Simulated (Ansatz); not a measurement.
`OC1=N[SiH2]S1`, one more setting.

```yaml
crystal:
  periodic: [false, false, false]
  atoms:
    - {symbol: O, position_ang: [0.376516, 2.092677, 0.731800]}
    - {symbol: C, position_ang: [0.156499, 0.915409, 0.274245]}
    - {symbol: N, position_ang: [0.151732, -0.041355, 1.079505]}
    - {symbol: Si, position_ang: [-0.078541, -1.431423, -0.547915]}
    - {symbol: S, position_ang: [0.075204, 0.557798, -1.515108]}
    - {symbol: H, position_ang: [0.331306, 1.792959, 1.699216]}
    - {symbol: H, position_ang: [0.794109, -2.435131, -0.737952]}
    - {symbol: H, position_ang: [-1.840102, -1.842687, -0.636123]}
basis:
  gaussian: {orbitals: aug-cc-pVDZ}
hamiltonian: {xc: {name: B2GP-PLYP}, pseudopotentials: {relativity: none}}
output: {forces: true}
```

```sh
$ ansatz run in.yaml --threads 2 --pin off --events-out ev --progress --plain --max-ram 4352MiB
```

Shortened log:

```
Functional definition: B2GP-PLYP
1498 factors; integrals over basis functions are off by at most 7.9e-4 eV
mean field evaluation 1: about -23304.9951 eV, gradient 5.3e1 eV
mean field evaluation 2: about -23305.0575 eV, gradient 5.3e1 eV
mean field evaluation 4: about -23311.1837 eV, gradient 7.7e0 eV
mean field evaluation 8: about -23311.3363 eV, gradient 6.3e-1 eV
mean field evaluation 16: about -23311.3381 eV, gradient 6.6e-4 eV
mean field -23311.33813441 eV, -856.6758754471 hartree, gradient 7.4e-6 eV, S^2 0.000000; 0 other end points of the search recorded, 0 dependent functions left out
13 core orbitals not correlated: weight in the atoms' cores, before any rotation towards them, 1.000 or more for the frozen orbitals, at most 0.000 for the correlated occupied ones
reference -23311.33828251 eV, -856.6758808898 hartree; 14, 14 occupied and 123, 123 virtual orbitals, 1498 factors
second order -23.93293733 eV of doubles, -0.00000000 eV of singles
Total energy: -23319.95413995 eV, -856.9925078106 hartree
Atom 0 at     0.376516     2.092677     0.731800 Å, force    -0.160238     2.584992     2.031673 eV/Å
Atom 1 at     0.156499     0.915409     0.274245 Å, force     0.418723    -1.476100    -3.242221 eV/Å
Atom 2 at     0.151732    -0.041355     1.079505 Å, force    -0.648292    -5.435976    -0.469148 eV/Å
Atom 3 at    -0.078541    -1.431423    -0.547915 Å, force    -5.657596     4.881490     2.761817 eV/Å
Atom 4 at     0.075204     0.557798    -1.515108 Å, force     0.188417     0.124452     0.077782 eV/Å
Atom 5 at     0.331306     1.792959     1.699216 Å, force     0.363138     1.422671    -0.841724 eV/Å
Atom 6 at     0.794109    -2.435131    -0.737952 Å, force     2.313955    -2.448715    -0.487579 eV/Å
Atom 7 at    -1.840102    -1.842687    -0.636123 Å, force     3.181894     0.347185     0.169399 eV/Å
Dipole moment:     0.060937    -0.452587    -0.141147 e Å
```

Hardware: 2 threads of an Arm Neoverse V2 on a shared host. Wall time 13 s, peak host memory 0.55 GiB.
